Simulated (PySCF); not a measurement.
PySCF 2.14 output of a UHF calculation on a single atom or ion in cc-pVTZ, with the non-relativistic Hamiltonian (point nucleus):

```
SCF conv_tol = 1e-09
number electrons alpha = 11  beta = 10
cycle= 1 E= -759.739289609768  delta_E= -0.00363  |g|= 0.0193  |ddm|= 0.0545
cycle= 2 E= -759.739505320262  delta_E= -0.000216  |g|= 0.0054  |ddm|= 0.0256
cycle= 3 E= -759.739566763597  delta_E= -6.14e-05  |g|= 0.00212  |ddm|= 0.02
cycle= 4 E= -759.739599190723  delta_E= -3.24e-05  |g|= 0.00153  |ddm|= 0.0141
cycle= 5 E= -759.739625972986  delta_E= -2.68e-05  |g|= 0.000881  |ddm|= 0.0191
cycle= 6 E= -759.739635403653  delta_E= -9.43e-06  |g|= 0.000412  |ddm|= 0.0146
cycle= 7 E= -759.73963726324  delta_E= -1.86e-06  |g|= 0.000161  |ddm|= 0.00662
cycle= 8 E= -759.739637548179  delta_E= -2.85e-07  |g|= 5.59e-05  |ddm|= 0.00274
cycle= 9 E= -759.739637567075  delta_E= -1.89e-08  |g|= 9.87e-06  |ddm|= 0.000829
cycle= 10 E= -759.73963756749  delta_E= -4.15e-10  |g|= 1.31e-06  |ddm|= 0.000102
converged SCF energy = -759.73963756749  <S^2> = 0.7619693  2S+1 = 2.0119337
```

The run itself started from symmetry-adapted Hartree-Fock orbitals and held the occupation by maximum overlap, so the iterations belong to that start.

**Question.** Which element, charge and spin multiplicity is this?

**Answer.** Sc (scandium, neutral), multiplicity 2; the state was [Ar] 3d1 4s2, 2D determinant.
